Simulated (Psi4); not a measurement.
AlCl2 (SMILES [Cl][Al][Cl]), doublet (typed; the unrestricted solution is spin-contaminated), at a GFN2-xTB geometry (such geometries of metal compounds can be far from the true shape) (the spin is typed, not shown lowest), with bond 2-1 at 1.5 times its length; HF/3-21G run with Psi4 1.11.

Input for Psi4:
```
memory 2 GB

molecule mol {
0 2
  Al    0.427907   -0.015748    0.469964
  Cl    1.571151    0.505039   -2.336973
  Cl   -1.517292   -0.319400    1.041943
}

set basis 3-21g
set reference uhf
set stability_analysis check
set scf_type pk

energy('scf')
print_variables()
```

Question: Predict the main parts of the log of this Psi4 run.

Answer: 
```
   => Loading Basis Set <=

    Name: 3-21G
    Role: ORBITAL
    Keyword: BASIS

         ---------------------------------------------------------
                                   SCF
               by Justin Turney, Rob Parrish, Andy Simmonett
                          and Daniel G. A. Smith
                              UHF Reference
         ---------------------------------------------------------

  ==> Geometry <==

    Molecular point group: cs
    Full point group: Cs

    Geometry (in Angstrom), charge = 0, multiplicity = 2:

       Center              X                  Y                   Z               Mass
    ------------   -----------------  -----------------  -----------------  -----------------
         AL          -0.809503583212    -0.291231625674     0.000000000000    26.981538530000
         CL           2.042346244964    -1.441915692828     0.000000000000    34.968852682000
         CL          -1.417743192664     1.666626449019     0.000000000000    34.968852682000

  Running in cs symmetry.

  Rotational constants: A =      0.79908  B =      0.04380  C =      0.04153 [cm^-1]
  Rotational constants: A =  23955.90712  B =   1313.15986  C =   1244.91876 [MHz]
  Nuclear repulsion =  127.951248442078509

  Charge       = 0
  Multiplicity = 2
  Electrons    = 47
  Nalpha       = 24
  Nbeta        = 23

  ==> Algorithm <==

  SCF Algorithm Type is PK.
  DIIS enabled.
  MOM disabled.
  Fractional occupation disabled.
  Guess Type is SAD.
  Energy threshold   = 1.00e-06
  Density threshold  = 1.00e-06
  Integral threshold = 1.00e-12

  ==> Primary Basis <==

  Basis Set: 3-21G
    Blend: 3-21G
    Number of shells: 21
    Number of basis functions: 39
    Number of Cartesian functions: 39
    Spherical Harmonics?: false
    Max angular momentum: 1

  ==> Integral Setup <==

  Using in-core PK algorithm.
   Calculation information:
      Number of atoms:                   3
      Number of AO shells:              21
      Number of primitives:             45
      Number of atomic orbitals:        39
      Number of basis functions:        39

      Integral cutoff                 1.00e-12
      Number of threads:                 1

  Performing in-core PK
  Using 609180 doubles for integral storage.
  We computed 19081 shell quartets total.
  Whereas there are 26796 unique shell quartets.

  ==> DiskJK: Disk-Based J/K Matrices <==

    J tasked:                  Yes
    K tasked:                  Yes
    wK tasked:                  No
    Schwarz Cutoff:          1E-12

  Minimum eigenvalue in the overlap matrix is 5.4349198473E-02.
  Reciprocal condition number of the overlap matrix is 1.7697626425E-02.
    Using symmetric orthogonalization.

  ==> Pre-Iterations <==

  SCF Guess: Superposition of Atomic Densities via on-the-fly atomic UHF (no occupation information).

   -------------------------
    Irrep   Nso     Nmo
   -------------------------
     A'        30      30
     A"         9       9
   -------------------------
    Total      39      39
   -------------------------

  ==> Iterations <==

                        Total Energy        Delta E     RMS |[F,P]|

   @UHF iter SAD: -1154.52171705957744   -1.15452e+03   0.00000e+00
   @UHF iter   1: -1155.14395089859136   -6.22234e-01   9.24262e-03 ADIIS/DIIS
   @UHF iter   2: -1155.21020669810559   -6.62558e-02   5.15809e-03 ADIIS/DIIS
   @UHF iter   3: -1155.22637815985786   -1.61715e-02   8.45060e-04 ADIIS/DIIS
   @UHF iter   4: -1155.22915583184658   -2.77767e-03   6.07146e-04 ADIIS/DIIS
   @UHF iter   5: -1155.23103323175633   -1.87740e-03   4.91600e-04 ADIIS/DIIS
   @UHF iter   6: -1155.23308556100642   -2.05233e-03   4.33031e-04 ADIIS/DIIS
   @UHF iter   7: -1155.23546019575838   -2.37463e-03   2.97369e-04 ADIIS/DIIS
   @UHF iter   8: -1155.23639368547128   -9.33490e-04   1.27759e-04 ADIIS/DIIS
   @UHF iter   9: -1155.23660052271430   -2.06837e-04   4.91536e-05 DIIS
   @UHF iter  10: -1155.23659562759485    4.89512e-06   4.57101e-05 DIIS
   @UHF iter  11: -1155.23661269586682   -1.70683e-05   1.61468e-05 DIIS
   @UHF iter  12: -1155.23661405471285   -1.35885e-06   1.45125e-05 DIIS
   @UHF iter  13: -1155.23661630175457   -2.24704e-06   7.22239e-06 DIIS
   @UHF iter  14: -1155.23661731476614   -1.01301e-06   2.97918e-06 DIIS
   @UHF iter  15: -1155.23661743561911   -1.20853e-07   1.25352e-06 DIIS
   @UHF iter  16: -1155.23661744392280   -8.30369e-09   4.42689e-07 DIIS
  Energy and wave function converged.

    Wavefunction stable under totally symmetric rotations.
    Lowest totally symmetric eigenvalue: 0.035792
    Lowest UHF->UHF stability eigenvalues:
     App 0.035622        Ap 0.035792

    Stability analysis over.

  ==> Post-Iterations <==

   @Spin Contamination Metric:   1.142491260E-01
   @S^2 Expected:                7.500000000E-01
   @S^2 Observed:                8.642491260E-01
   @S   Expected:                5.000000000E-01
   @S   Observed:                5.000000000E-01

    Orbital Energies [Eh]
    ---------------------

    Alpha Occupied:

       1Ap  -104.119909     2Ap  -104.102091     3Ap   -58.167487
       4Ap   -10.516811     5Ap   -10.490545     6Ap    -7.981102
       1App   -7.975860     7Ap    -7.975745     8Ap    -7.966802
       9Ap    -7.948829     2App   -7.948826    10Ap    -4.974088
      11Ap    -3.275109     3App   -3.271203    12Ap    -3.269716
      13Ap    -1.128119    14Ap    -1.070226    15Ap    -0.595137
      16Ap    -0.511740     4App   -0.501778    17Ap    -0.500847
       5App   -0.455846    18Ap    -0.455684    19Ap    -0.376048

    Alpha Virtual:

       6App    0.002543    20Ap     0.032983    21Ap     0.103825
      22Ap     0.256840     7App    0.312537    23Ap     0.327185
      24Ap     0.376044    25Ap     0.718531    26Ap     0.758719
       8App    0.789188    27Ap     0.800372    28Ap     0.819009
       9App    0.837776    29Ap     0.912170    30Ap     0.937534

    Beta Occupied:

       1Ap  -104.119077     2Ap  -104.093716     3Ap   -58.164584
       4Ap   -10.515857     5Ap   -10.481908     6Ap    -7.977837
       1App   -7.975594     7Ap    -7.975136     2App   -7.943760
       8Ap    -7.943745     9Ap    -7.931738    10Ap    -4.967699
      11Ap    -3.271381     3App   -3.268743    12Ap    -3.267010
      13Ap    -1.121160    14Ap    -0.988952    15Ap    -0.576981
       4App   -0.500876    16Ap    -0.500663     5App   -0.433542
      17Ap    -0.433294    18Ap    -0.363876

    Beta Virtual:

      19Ap    -0.063605     6App    0.020729    20Ap     0.051065
      21Ap     0.121637    22Ap     0.286767     7App    0.324241
      23Ap     0.328960    24Ap     0.390383    25Ap     0.733098
      26Ap     0.762278     8App    0.792400    27Ap     0.819126
      28Ap     0.833524     9App    0.844286    29Ap     0.930889
      30Ap     0.967871

    Final Occupation by Irrep:
             Ap   App
    DOCC [    18,    5 ]
    SOCC [     1,    0 ]
    NA   [    19,    5 ]
    NB   [    18,    5 ]

  @UHF Final Energy: -1155.23661744392280

   => Energetics <=

    Nuclear Repulsion Energy =            127.9512484420785086
    One-Electron Energy =               -1855.9789917245934703
    Two-Electron Energy =                 572.7911258385923929
    Total Energy =                      -1155.2366174439225688

  UHF NO Occupations:
  HONO-2 :   17 Ap 1.9996401
  HONO-1 :   18 Ap 1.9419086
  HONO-0 :   19 Ap 1.0000000
  LUNO+0 :   20 Ap 0.0580914
  LUNO+1 :   21 Ap 0.0003599
  LUNO+2 :    6App 0.0001464
  LUNO+3 :   22 Ap 0.0001074

Computation Completed

Properties will be evaluated at   0.000000,   0.000000,   0.000000 [a0]

Properties computed using the SCF density matrix

 Multipole Moments:

 ------------------------------------------------------------------------------------
     Multipole            Electronic (a.u.)      Nuclear  (a.u.)        Total (a.u.)
 ------------------------------------------------------------------------------------

 L = 1.  Multiply by 2.5417464519 to convert [e a0] to [Debye]
 Dipole X            :         -1.3409236            0.1789671           -1.1619566
 Dipole Y            :         -0.3509593            0.0643862           -0.2865731
 Dipole Z            :          0.0000000            0.0000000            0.0000000
 Magnitude           :                                                    1.1967737

 ------------------------------------------------------------------------------------

  Variable Map:
  ----------------------------------------------------------------------------
  "CURRENT ENERGY"           =>   -1155.236617443923
  "CURRENT REFERENCE ENERGY" =>   -1155.236617443923
  "DD SOLVATION ENERGY"      =>       0.000000000000
  "HF KINETIC ENERGY"        =>    1154.307171871083
  "HF POTENTIAL ENERGY"      =>   -2309.543789315006
  "HF TOTAL ENERGY"          =>   -1155.236617443923
  "HF VIRIAL RATIO"          =>       2.000805197781
  "NUCLEAR REPULSION ENERGY" =>     127.951248442079
  "ONE-ELECTRON ENERGY"      =>   -1855.978991724593
  "PCM POLARIZATION ENERGY"  =>       0.000000000000
  "PE ENERGY"                =>       0.000000000000
  "SCF ITERATION ENERGY"     =>   -1155.236617443923
  "SCF ITERATIONS"           =>      16.000000000000
  "SCF TOTAL ENERGY"         =>   -1155.236617443923
  "TWO-ELECTRON ENERGY"      =>     572.791125838592
```
